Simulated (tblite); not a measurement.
C2H7NSi3.
SMILES: `N#C[SiH]1[SiH2]C[SiH2]1`

Method: GFN2-xTB as coded in tblite; computed harmonic values from a numerical Hessian at the method's own geometry, unscaled. Against measured fundamentals such values can be off by several per cent, at times by over 20. Modes of hydrogen on silicon can be 10 to 20 % off.

Harmonic wavenumbers (cm⁻¹): 44.4, 72.1, 88.5, 274.4, 291.6, 307.2, 322.4, 362.0, 385.5, 416.3, 444.1, 489.0, 499.5, 587.2, 600.6, 621.9, 644.7, 666.7, 708.9, 722.6, 794.6, 806.1, 967.7, 1118.1, 1478.5, 2154.7, 2195.1, 2202.3, 2226.9, 2231.0, 2317.4, 2977.1, 2994.6.

A = 2575, B = 1338, C = 1031 MHz; mass 128.989 u (most abundant isotopes); point group Cs, symmetry number 1.

**Question.** Zero-point energy?

**Answer.** ½Σν̃ = 16507 cm⁻¹ = 197.46 kJ/mol.

**Question.** Give the ideal-gas entropy at 200 K and 1 bar in the rigid-rotor, harmonic-oscillator model (classical rotation).

**Answer.** Translation 161.16, rotation 115.91, vibration 71.07: S = 348.2 J/(mol K).

**Question.** And Cp and H(200 K) − H(0)?

**Answer.** Cp = 118.89 J/(mol K), of which vibrations give 85.63 (their classical limit is 33 R = 274.4); H(200 K) − H(0) = 14.51 kJ/mol without the zero-point energy, 7.86 from vibrations.

**Question.** How do the functions run with temperature in this model?

**Answer.** 
| T (K) | S (J/(mol K)) | Cp (J/(mol K)) | H − H(0) (kJ/mol) | G − H(0) (kJ/mol) | ln q(vib) |
| --- | --- | --- | --- | --- | --- |
| 50 | 243.9 | 51.9 | 2.09 | -10.11 | 0.54 |
| 100 | 284.8 | 69.6 | 5.08 | -23.40 | 1.59 |
| 298.15 | 403.2 | 157.1 | 28.17 | -92.05 | 6.21 |
| 373.15 | 440.8 | 177.5 | 40.75 | -123.73 | 8.06 |
| 500 | 496.4 | 202.1 | 64.93 | -183.26 | 11.09 |
| 750 | 584.8 | 233.9 | 119.73 | -318.89 | 16.53 |
| 1000 | 655.2 | 254.8 | 180.99 | -474.18 | 21.27 |

q(vib) and H(0) count from the zero-point level.

**Question.** What must be added to the electronic energy to get the Gibbs energy at 200 K and 1 bar?

**Answer.** ZPE + [H(200 K) − H(0)] − T·S = 197.46 + 14.51 − 69.63 = 142.34 kJ/mol.

**Question.** Blend soft modes into free rotors: weight 1/[1 + (100 cm⁻¹/ν̃)⁴] for the oscillator and the rest for a rotor with moment μB/(μ + B), μ = h/(8π²ν), B = 10⁻⁴⁴ kg m². What vibrational entropy results?

**Answer.** 64.60 J/(mol K) in place of 71.07, which changes −T·S at 200 K by +1.29 kJ/mol.

**Question.** Which modes carry the vibrational entropy at 200 K?

**Answer.** 44.4 cm⁻¹: 17.84; 72.1 cm⁻¹: 13.87; 88.5 cm⁻¹: 12.21; 274.4 cm⁻¹: 3.89; 291.6 cm⁻¹: 3.53; 307.2 cm⁻¹: 3.23 J/(mol K); the other 27 give 16.51 together.

Hindered rotation and anharmonicity are outside this model.
